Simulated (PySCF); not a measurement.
Al(Me)2(H) cation (C2H7Al), SMILES [CH3][AlH][CH3] (connectivity only; charge and spin as stated), charge +1, multiplicity 2.

The structure is a stationary point at PBE0-D3(BJ)/def2-SVP. The multiplicity is an assumed one; other spin states were not compared. The isomer is the one that the SMILES or the coordinates give; other isomers of the formula were not compared.

All values below come from PBE0-D3(BJ)/def2-SVP (PySCF).

Frequencies are harmonic and unscaled.

| mode | ν (cm⁻¹) | IR (km/mol) | moving atoms (share of kinetic energy) |
|---|---|---|---|
| 1 | 69 | 0.0 | H 91 % |
| 2 | 86 | 0.1 | H 97 % |
| 3 | 111 | 6.4 | C 64 %, H 21 %, Al 15 % |
| 4 | 245 | 13.5 | H 40 %, Al 34 %, C 26 % |
| 5 | 357 | 18.1 | H 96 % |
| 6 | 419 | 30.2 | H 88 % |
| 7 | 435 | 2.6 | H 91 % |
| 8 | 451 | 0.8 | H 77 %, C 16 % |
| 9 | 622 | 1.7 | C 55 %, Al 30 %, H 15 % |
| 10 | 687 | 87.6 | H 80 %, C 15 % |
| 11 | 712 | 165.3 | H 78 %, C 16 % |
| 12 | 983 | 20.7 | H 84 %, C 16 % |
| 13 | 1165 | 37.2 | H 83 %, C 17 % |
| 14 | 1338 | 15.4 | H 91 %, C 9 % |
| 15 | 1367 | 19.6 | H 94 % |
| 16 | 1380 | 3.6 | H 92 % |
| 17 | 1399 | 5.7 | H 95 % |
| 18 | 2038 | 22.1 | H 96 % |
| 19 | 3034 | 37.1 | H 97 % |
| 20 | 3042 | 31.1 | H 99 % |
| 21 | 3154 | 32.1 | H 91 %, C 9 % |
| 22 | 3182 | 13.9 | H 91 %, C 9 % |
| 23 | 3217 | 30.0 | H 89 %, C 11 % |
| 24 | 3276 | 18.5 | H 89 %, C 11 % |
